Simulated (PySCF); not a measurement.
# Correlation energy of Mn⁺ (manganese, charge +1)

[Ar] 3d5 4s1, high-spin 7S determinant. Calculation: PySCF 2.14, in x2c-SVPall; scalar relativity by spin-free X2C-1e. Frozen: [Ar]; 6 electrons correlated.

MP2 pair energies summed by pair of shells (mhartree):

```csv
pair,energy,share (%)
3d-3d,-44.53,90.1
3d-4s,-4.89,9.9
```

Total MP2 correlation energy: -49.42 mhartree.

Same-spin part -49.42 and opposite-spin part 0.00 mhartree; SCS-MP2 scales them by 1/3 and 6/5 to -16.47 mhartree.
